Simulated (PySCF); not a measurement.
C₅H₄O₂S (charge +1 and doublet state).
Z-matrix (Å and degrees, GFN2-xTB geometry), rows numbered from 1:
```
O 
C   1  1.2015
O   2  1.3091  1  126.39
C   2  1.4998  1  121.15  3   179.99
C   4  1.3569  2  125.14  1  -179.94
S   5  1.7687  4  110.90  2   179.99
C   6  1.6872  5   91.43  4    -0.01
C   7  1.3841  6  112.83  5    -0.00
H   3  0.9755  2  112.84  1     0.06
H   5  1.0750  4  128.17  2     0.04
H   7  1.0758  6  121.12  5  -179.99
H   8  1.0785  4  122.93  2    -0.05
```

The hyperfine couplings belong to this conformer and change with its torsions.

As a line formula: `O=C(O)C1=CS[CH][CH+]1` [radical] (charge +1).

Theory: PySCF, UKS B3LYP, pcH-1 on C H O S, non-relativistic, mean-field spin-orbit, GIAO. One conformer (not necessarily the lowest) at the GFN2-xTB geometry, without solvent, vibrations or thermal averaging. The geometry wasn't refined by DFT: couplings that depend on bond lengths, twists or pyramidal angles can differ widely from those at the functional's own minimum, by a factor of two or more for some ions and for spin on atoms past the first row. No stability test was run, so a lower SCF solution isn't excluded.

Question: Match the computed a_iso(17O) values +1.2, -1.0 MHz with the sites O1; O3.

Answer: 
| site | a_iso (MHz) | ρ(0) (bohr⁻³) | position | distance from C5 (Å) | spin population | largest \|T\| (MHz) |
| --- | --- | --- | --- | --- | --- | --- |
| O1 | +1.2 | -0.0019 | 3 bonds from C8 | 3.60 | -0.02 | 5.2 |
| O3 | -1.0 | +0.0016 | 3 bonds from C5 | 2.78 | +0.01 | 1.8 |

Question: The isotropic 13C couplings are +43.0, -25.3, +24.1, +15.8, +2.7 MHz. Assign them to C2; C4; C5; C7; C8.

Answer: 
```
site  a_iso (MHz)  ρ(0) (bohr⁻³)                 position  distance from C5 (Å)  spin population  largest |T| (MHz)
  C2         +2.7        +0.0025          2 bonds from C5                  2.54            +0.01                0.8
  C4        -25.3        -0.0226           1 bond from C5                  1.36            -0.13               12.5
  C5        +43.0        +0.0386  largest spin population                  0.00            +0.49               76.0
  C7        +24.1        +0.0213         a main spin site                  2.47            +0.37               65.5
  C8        +15.8        +0.0142         a main spin site                  2.32            +0.32               51.9
```

Question: The isotropic 1H couplings are -33.8, -27.9, -22.8, -0.4 MHz. Assign them to H9; H10; H11; H12.

Answer: 
| site | a_iso (MHz) | ρ(0) (bohr⁻³) | position | distance from C5 (Å) | bound to | spin population there | largest \|T\| (MHz) |
| --- | --- | --- | --- | --- | --- | --- | --- |
| H9 | -0.4 | -0.0001 | 4 bonds from C5 | 3.76 | O3 | +0.01 | 2.2 |
| H10 | -33.8 | -0.0076 | 1 bond from C5 | 1.07 | C5 | +0.49 | 20.9 |
| H11 | -27.9 | -0.0063 | 1 bond from C7 | 3.53 | C7 | +0.37 | 19.8 |
| H12 | -22.8 | -0.0051 | 1 bond from C8 | 3.33 | C8 | +0.32 | 17.1 |

ρ(0) is the spin density at the nucleus and T the dipolar tensor; a_iso includes a spin–orbit part. The Mulliken spin populations are largest on C5 (+0.49), C7 (+0.37), C8 (+0.32) and C4 (-0.13). Three atoms exceed +0.15. The positive populations add up to 1.20 and the negative ones to -0.20, together 2S = 1. Main spin sites, with 60 % or more of the largest population: C5, C7, C8; positions count bonds from the nearest.

Examples of negative spin density at the nucleus (bohr⁻³): C4 (-0.0226), H10 (-0.0076) and H11 (-0.0063).

C7, the radical centre as drawn in `O=C(O)C1=CS[CH][CH+]1`, holds a spin population of +0.37 out of 1.
